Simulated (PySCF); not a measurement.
**SMILES C#CC[C@@H]1S[C@@H]1C, C6H8S**

Cartesian coordinates in Å; atom numbers follow the order of the lines, from 1:
```xyz
15

C     2.572    0.954   -0.312
C     1.833    0.025   -0.165
C     0.909   -1.073    0.043
C    -0.097   -0.696    1.109
S    -1.695   -1.548    1.117
C    -1.255    0.185    0.810
C    -1.492    0.748   -0.565
H     3.236    1.754   -0.455
H     1.464   -1.960    0.362
H     0.404   -1.308   -0.897
H     0.340   -0.601    2.099
H    -1.569    0.844    1.614
H    -2.486    1.187   -0.623
H    -1.417   -0.024   -1.326
H    -0.752    1.520   -0.774
```

Method used: GIAO X3LYP/6-31G* magnetisability, rotational g tensor and spin-rotation constants, non-relativistic, gas phase (PySCF 2.14.0). Geometry: GFN2-xTB.

Question: Give the nuclear spin-rotation constants along the inertial axes (H = +C I·J) beside the isotropic shieldings.

Answer: Rotational constants 4.2699, 1.4115, 1.1725 GHz. A star marks the isotopologue with that one atom substituted, in its own axes.
```tsv
atom	isotope	Caa (kHz)	Cbb (kHz)	Ccc (kHz)	mean (kHz)	σ (ppm)
H8	1H	-0.085	-0.144	-0.127	-0.119	31.2
H9	1H	-0.495	0.054	-0.125	-0.189	29.5
H10	1H	-0.471	-0.134	0.006	-0.199	30.3
H11	1H	-0.447	-0.097	-0.009	-0.184	29.4
H12	1H	-0.403	-0.120	0.000	-0.175	29.4
H13	1H	-0.234	-0.040	-0.135	-0.136	30.6
H14	1H	-0.518	-0.143	0.010	-0.217	31.5
H15	1H	0.015	-0.132	-0.121	-0.079	30.3
C1	13C*	0.430	0.345	0.302	0.359	128.1
C2	13C*	0.328	0.388	0.345	0.353	120.0
C3	13C*	0.537	0.227	0.159	0.308	169.0
C4	13C*	0.744	0.267	0.146	0.386	154.6
S5	33S*	1.293	0.285	0.047	0.541	661.1
C6	13C*	0.585	0.305	0.143	0.344	157.3
C7	13C*	0.610	0.189	0.146	0.315	173.5
```
For the geometry as given, no vibrational averaging.
